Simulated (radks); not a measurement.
Question: These are the eigenvalues of the occupied orbitals of an atom or ion with whole-number occupations (eV). Calculated with a radial shooting solver on a logarithmic mesh with Libxc functionals: non-relativistic Kohn-Sham, r2SCAN, spin-polarised, spherical densities, point nucleus; meta-GGA in the generalised Kohn-Sham scheme.

orbital  eigenvalue
1s up     -2422.666
1s down   -2422.033
2s up     -226.7133
2s down   -226.3479
2p up     -170.9027
2p down   -170.1692
3s up      -29.8536
3s down    -25.2407
3p up      -18.4723

Which element is it, and in what charge state? The configuration may be excited. Open shells, if any, are filled with parallel spins first.

Answer: Z = 16, sulfur, charge +1: S+ in [Ne] 3s2 3p3. The list shows which subshells hold electrons but not how many an open one holds; the 1s level, -89.031 hartree, gives Z - s = 13.3 by -(Z - s)^2/2, which with screening narrows Z to a few neighbours, and the depths of the outer levels then fix element, charge and occupations together.
